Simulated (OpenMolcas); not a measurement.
Ag²⁺: effect of the basis set

```yaml
Program: OpenMolcas 26.06
Method: CASSCF
Active_space: 9 electrons in 6 orbitals (4d 5s)
State_averaging: 2S+1 = 2 even, 29 roots; 2S+1 = 4 even, 10 roots kept (CI in the orbitals of an earlier block)
Spin-orbit_coupling: RASSI with atomic mean-field integrals over the reference wave functions, term energies averaged over their components
```

A. ANO-R1 [6s4p3d1f], X2C, finite nucleus; cost about 14 core-seconds
B. ANO-RCC-VDZP [6s5p3d1f], DKH2, point nucleus; cost about 24 core-seconds
C. ANO-R2 [7s5p4d2f1g], X2C, finite nucleus; cost roughly 26 core-seconds
D. ANO-RCC-VTZP [7s6p4d2f1g], DKH2, point nucleus; cost roughly 30 core-seconds
E. ANO-R3 [8s6p5d3f2g1h], X2C, finite nucleus; cost roughly 30 core-seconds
F. ANO-RCC-VQZP [8s7p5d3f2g1h], DKH2, point nucleus; cost roughly 27 core-seconds

Energies in cm-1 above 4d9 2D 5/2, the measured ground level; measured values from Moore, Atomic Energy Levels, vol. III, NSRDS-NBS 35 (1971 reprint of NBS Circular 467, 1958).

| Level | A | B | C | D | E | F | Measured |
| --- | --- | --- | --- | --- | --- | --- | --- |
| 4d9 2D 5/2 | 0.0 | 0.0 | 0.0 | 0.0 | 0.0 | 0.0 | 0.0 |
| 4d9 2D 3/2 | 4845 | 4894 | 4634 | 4626 | 4712 | 4700 | 4607 |
| 4d8 5s 4F 9/2 | 58183 | 58518 | 53915 | 55412 | 53804 | 53847 | 63250 |
| 4d8 5s 4F 7/2 | 60775 | 61059 | 56376 | 57855 | 56306 | 56358 | 65764 |
| 4d8 5s 4F 5/2 | 63076 | 63432 | 58597 | 60081 | 58562 | 58598 | 68145 |
| 4d8 5s 4F 3/2 | 64404 | 64764 | 59899 | 61383 | 59878 | 59911 | 69351 |
| 4d8 5s 2F 7/2 | 68364 | 67697 | 63404 | 64671 | 63430 | 63697 | 71691 |
| 4d8 5s 2F 5/2 [67 %] | 71389 | 70865 | 66562 | 67851 | 66588 | 66819 | 73934 |
| 4d8 5s 4P 5/2 [65 %] | 74367 | 74379 | 70046 | 71497 | 69977 | 70057 | 76406 |
| 4d8 5s 4P 1/2 | 77996 | 78279 | 73777 | 75272 | 73724 | 73742 |  |
| 4d8 5s 2D 5/2 [65 %] | 80092 | 80085 | 75594 | 77019 | 75601 | 75685 | 82231 |
| 4d8 5s 2G 9/2 | 84484 | 84356 | 80248 | 81671 | 80193 | 80288 | 85599 |
| 4d8 5s 2G 7/2 | 84541 | 84406 | 80294 | 81715 | 80242 | 80338 | 85727 |
| 4d8 5s 2P 3/2 | 85150 | 84488 | 80358 | 81637 | 80394 | 80631 |  |
| 4d8 5s 2P 1/2 | 86205 | 85470 | 81356 | 82618 | 81403 | 81656 |  |

Deviations, from unrounded energies. A percentage is the sum of absolute deviations over the sum of measured energies, with the sign that they share, or ± where signs differ.

| Against measurement | Levels | A | B | C | D | E | F |
| --- | --- | --- | --- | --- | --- | --- | --- |
| mean absolute deviation (cm-1) | 11 | 3000 | 3000 | 7000 | 5700 | 7100 | 7000 |
| fine structure of the ground term (%) | 1 | +5.2 | +6.2 | +0.6 | +0.4 | +2.3 | +2.0 |
| other configurations (%) | 10 | -4.4 | -4.4 | -10.4 | -8.5 | -10.4 | -10.3 |

A, B lie about equally close to measurement and E furthest from it. The largest miss of A in the table is 4d8 5s 4F 5/2, by -5100 cm-1. The ranking rests on the paired levels alone, and a cruder setting can come out closer through cancelling errors.

Among A to F the level of the table that moves most is 4d8 5s 2F 7/2, by 5000 cm-1 (lowest in C, highest in A).

Without dynamic correlation excited terms often stand tens of per cent too high (terms of higher spin than the ground term too low), and those without a measured partner can miss by more than the paired ones. Terms from blocks run as CI alone lack orbitals of their own. A single d shell beside an s shell can misplace configurations of different d count against each other. Some levels mix across a computed gap that differs much from the measured one, so their mixing is not that of the real levels (holds for B; C; D; E; F). Computed and measured levels are paired by configuration, term and J; levels that our copy of the source lacks, or whose pairing is in doubt (as where it misses far off the trend of its configuration), stay unpaired and out of the deviations. Levels of configurations outside the active space are missing. The table leaves out levels that lie high or whose names do not pair safely across all columns.

A share in square brackets marks a mixed level and gives the weight of the term that names it, the lowest over the columns.
